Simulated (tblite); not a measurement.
Task: Give a GFN2-xTB geometry of InChI=1S/C5H5F3N/c1-3(4-2-9-4)5(6,7)8/h2H2,1H3. (Doublet state.)

Result: 
Z-matrix in Å and degrees, rows numbered from 1:
```
C 
C   1  1.4835
C   2  1.3545  1  123.73
N   3  1.3087  2  145.47  1    -0.15
C   3  1.4530  2  150.79  1  -179.98
C   2  1.5017  1  118.65  3   179.90
F   6  1.3376  2  112.78  1    -0.04
F   6  1.3479  2  112.35  1  -120.48
F   6  1.3479  2  112.38  1   120.42
H   1  1.0918  2  110.39  3   121.29
H   1  1.0856  2  109.79  3     0.09
H   1  1.0918  2  110.33  3  -121.06
H   5  1.0841  3  120.08  4  -103.31
H   5  1.0840  3  120.09  4   103.24
```

N4 (nitrogen bonded to 2 C) is bent (angle 62.9°). C2 (carbon bonded to 3 C) is planar (angles 123.7°, 118.6° and 117.6°, sum 360.0°, 0.00 Å off the plane of its three neighbours). The C–C distances run from 1.354 Å (C2–C3, drawn single in one of several resonance forms) to 1.502 Å (C2–C6, drawn single), a spread of 0.148 Å. The 3-membered ring C3–N4–C5 has internal angles of 53.3° to 63.7°.

Computed geometry: GFN2-xTB, gas phase. This method treats the open shell by occupation alone, without spin polarisation.

Point group: Cs (every atom within 0.08 Å of its image). Its lowest GFN2-xTB frequency is 16i cm⁻¹, too small to tell a flat minimum from a shallow saddle. Torsions: C1–C2–C3–N4 0°.

One conformer stands for the species.
